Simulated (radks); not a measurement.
Results of a calculation; reference values are marked as such.
All-electron atom: the potassium ion K5+ in [Ne] 3s2 3p2.

Level of theory: scalar-relativistic Kohn-Sham, PBE, spin-polarised, spherical densities, finite nucleus; open shells are filled with parallel spins first; Fermi nuclear charge, rms radius 3.4349 fm (a radial shooting solver on a logarithmic mesh with Libxc functionals).

Energy parts (eV):
part                      energy
total                 -16159.211
kinetic                16261.406
electron-nucleus      -37284.440
Hartree                 5706.697
exchange-correlation    -842.874

Orbitals (lengths in bohr, moments of r in powers of bohr; r(90%) holds 90 % of the orbital's charge):
1s up: occ. 1; eigenvalue (eV) -3612.830; r(90%) 0.145
1s down: occ. 1; eigenvalue (eV) -3612.165; r(90%) 0.145
2s up: occ. 1; eigenvalue (eV) -439.6943; r(90%) 0.602
2s down: occ. 1; eigenvalue (eV) -439.0774; r(90%) 0.601
2p up: occ. 3; eigenvalue (eV) -367.0427; r(90%) 0.576
2p down: occ. 3; eigenvalue (eV) -366.1766; r(90%) 0.575
3s up: occ. 1; eigenvalue (eV) -109.2614; r(90%) 1.67
3s down: occ. 1; eigenvalue (eV) -105.1324; r(90%) 1.68
3p up: occ. 2; eigenvalue (eV) -90.7083; r(90%) 1.78
3p down: occ. 0; eigenvalue (eV) -86.7141; r(90%) 1.81

The highest occupied level is 3p up at -90.708 eV. The spin density at the nucleus is -0.4274 e/bohr^3 (1s -0.5631, 2s 0.1561, 3s -0.0204).
